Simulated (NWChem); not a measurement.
Molecule: C3H4ClF; SMILES FC1(Cl)CC1

Results from NWChem. Coordinates come from a PBE0/def2-SVP optimisation. Field at 589 nm.

**Question.** Estimate the computed values for B3LYP/aug-cc-pVDZ. Quantities: isotropic polarisability (bohr³); anisotropy (bohr³).

**Answer.** 
```
Property                          Value
--------------------------------  -----
isotropic polarisability (bohr³)   51.8
anisotropy (bohr³)                 13.2
```
